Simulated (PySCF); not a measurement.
Method: PBE-D3(BJ)/def2-TZVP // PBE0-D3(BJ)/def2-TZVP in PySCF. Isolated molecules, 0 K electronic values unless said otherwise. Excitations are Tamm–Dancoff values on a coarser integration grid. The basis has no diffuse functions, so Rydberg states are missing or too high.

Reference species (SMILES): `CC#CF` (neutral, multiplicity 1).

The S1–T1 gap (TDA) comes out as 0.91 eV and the HOMO is -6.30 eV.

Changed species: `C=C=CF`.

Problem. Give the shifts of the S1–T1 gap (TDA) and HOMO.

Solution. the S1–T1 gap (TDA) falls by 0.46 eV, to 0.45 eV; the HOMO increases by 0.09 eV, to -6.21 eV.
